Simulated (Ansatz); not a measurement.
Reaction (formal exchange of groups at a C–Si bond): `CC[SiH]` + `[CH3][GaH][Cl]` → `C[CH2][Ga]([CH3])[Cl]` + `[SiH2]`

Isolated molecules relaxed with PBE0-D4/def2-TZVP in Ansatz; ΔE leaves out vibrations. CCSD(T)/CBS adds triple-zeta CCSD(T) − MP2 to the extrapolated MP2 energy (def2 sets, frozen cores). This one scheme is used for every species. Functionals use def2-TZVPP. B3LYP here is the variant with VWN-RPA as its local correlation; programs differ in this. For Ga outer-core shells are correlated without core-valence functions, which leaves a few kJ/mol of doubt a bond. Scalar relativity is left out up to krypton. One conformer a species, not always the lowest.

```tsv
level	ΔE (kcal/mol)	difference from CCSD(T)/CBS
PBE-D4	2.3	2.4
BLYP-D4	1.3	1.4
PBE0-D4	2.0	2.1
B3LYP-D4	1.2	1.3
r2SCAN0-D4	2.1	2.2
BHLYP-D4	1.0	1.1
CAM-B3LYP-D4	1.4	1.5
ωB97X-V	1.5	1.6
B2PLYP	1.2	1.3
PBE-QIDH	1.5	1.6
B3LYP	1.8	1.9
CAM-B3LYP	2.0	2.1
MP2/def2-SVP	0.5	0.6
CCSD(T)/def2-TZVPP	-0.1	0.0
SCS-MP2/def2-QZVPP	0.2	0.3
CCSD/CBS(def2)	-0.2	-0.1
CCSD(T)/CBS	-0.1	0
```

Largest T1 diagnostic among the species: 0.014.

In def2-TZVPP, CCSD(T) changes the Hartree–Fock value by −1.4 kcal/mol (the triples alone add +0.1 kcal/mol) and MP2 by −1.3 kcal/mol. Leaving LDA and LC-ωPBE aside and taking each functional with its dispersion term where it has one, the values, not all of them listed here, spread over 2.4 kcal/mol, from BHLYP-D4 to B97M-V. LDA lies +1.0 kcal/mol from PBE without D4.
